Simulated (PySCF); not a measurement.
Geometry:
```tsv
atom	x (Å)	y (Å)	z (Å)
V1	-0.004	-0.001	0.090
O2	-0.008	-0.029	1.617
Cl3	2.021	0.012	-0.558
Cl4	-1.011	1.766	-0.540
Cl5	-0.998	-1.748	-0.609
```

Geometry: PBE0-D3(BJ)/def2-SVP; GIAO absolute shieldings from PySCF 2.14, gas phase, non-relativistic, averaged over equivalent atoms.

At PBE/pcSseg-1 (pcSseg-2 on V) (162 basis functions, 23 s wall time on 1 thread of an Arm Neoverse V1, shared host):
| atoms | σ (ppm) |
| --- | --- |
| V1 | -1815.7 |
| O2 | -839.1 |
| Cl3/Cl4/Cl5 | 40.0 |

Question: Estimate the result of repeating the calculation with PBE0/pcSseg-1 (pcSseg-2 on V).

Answer: 
```tsv
atoms	σ at PBE0/pcSseg-1 (pcSseg-2 on V)	change
V1	-2087.1	-271.4
O2	-1071.9	-232.8
Cl3/Cl4/Cl5	28.7	-11.3
```

The largest change is at V1 (V bonded to 3 Cl, O). Cost: 162 basis functions, 17 s wall time on 1 thread of an Arm Neoverse V1, shared host.
